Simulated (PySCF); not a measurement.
Cd(Me)(SMe) (C2H6CdS), SMILES [S](C)[Cd][CH3]. Atoms are numbered in the order given.

```xyz
10

Cd    -0.3918     0.2860     0.2903
C     -2.0383     1.5692     0.7041
H     -2.4469     1.3427     1.7002
H     -2.8287     1.4195    -0.0462
H     -1.7145     2.6200     0.6804
S      1.4538    -1.1612    -0.1132
C      1.6208    -1.1027    -1.9499
H      0.7247    -1.4827    -2.4609
H      2.4657    -1.7576    -2.2076
H      1.8486    -0.0909    -2.3145
```
Charge 0, spin multiplicity 1.

Geometry: B3LYP-D3(BJ)/def2-SVP. The structure was generated by enumeration; whether it is a known compound was not checked. The def2 effective core potentials stand for the cores of Cd; spin–orbit coupling is left out. The values are those of a single conformer.

Method: B3LYP-D3(BJ)/def2-SVP in PySCF.

Frequencies are harmonic and unscaled.

A small imaginary wavenumber (i) marks a very flat motion, where grid noise or a shallow saddle decides the sign.

```tsv
mode	ν (cm⁻¹)	IR (km/mol)	Raman (Å⁴/amu)	depolarisation	moving atoms (share of kinetic energy)
1	16i	0.2	0.1	0.75	H 94 %
2	84	1.3	2.4	0.64	C 59 %, H 26 %, Cd 15 %
3	94	1.0	0.0	–	H 57 %, C 24 %, Cd 13 %
4	117	2.2	0.3	0.75	H 59 %, S 16 %, Cd 13 %, C 12 %
5	165	1.2	3.5	0.33	C 41 %, S 21 %, Cd 19 %, H 19 %
6	330	19.7	31.4	0.23	S 76 %, Cd 12 %
7	500	28.5	32.2	0.24	C 66 %, H 16 %, Cd 16 %
8	692	10.3	6.3	0.33	H 50 %, C 36 %, S 14 %
9	696	28.7	5.2	0.34	H 44 %, C 37 %, S 18 %
10	698	31.0	1.1	0.66	H 84 %, C 15 %
11	951	6.1	4.1	0.75	H 85 %, C 14 %
12	964	9.0	4.1	0.46	H 83 %, C 15 %
13	1172	8.6	38.0	0.14	H 83 %, C 17 %
14	1334	28.0	5.2	0.69	H 87 %, C 13 %
15	1433	0.6	10.9	0.75	H 95 %
16	1433	0.4	9.8	0.75	H 95 %
17	1458	5.4	19.0	0.75	H 95 %
18	1459	6.9	13.6	0.70	H 95 %
19	3038	43.4	63.4	0.08	H 98 %
20	3039	9.7	256.6	0.01	H 98 %
21	3136	8.7	60.1	0.75	H 90 %, C 10 %
22	3137	3.4	133.2	0.64	H 90 %, C 10 %
23	3143	5.0	125.1	0.75	H 91 %, C 9 %
24	3146	5.4	117.1	0.75	H 90 %, C 10 %
```
